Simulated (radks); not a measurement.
Values are calculated unless marked as measured or tabulated.
Q: All-electron atom: Ne IV in [He] 2s2 2p3. Level of theory: non-relativistic Kohn-Sham, PBE, spin-unpolarised, spherical densities, point nucleus (a radial shooting solver on a logarithmic mesh with Libxc functionals). Some entries of the table are withheld. Estimate them.

| orbital | occ. | eigenvalue (eV) | <1/r> (bohr^-1) |
|---|---|---|---|
| 1s | 2 | (1) | (2) |
| 2s | 2 | (3) | (4) |
| 2p | 3 | -80.5473 | (5) |

A: 
(1) 1s eigenvalue (eV): -913.4015
(2) 1s <1/r> (bohr^-1): 9.610
(3) 2s eigenvalue (eV): -103.1695
(4) 2s <1/r> (bohr^-1): 1.829
(5) 2p <1/r> (bohr^-1): 1.731
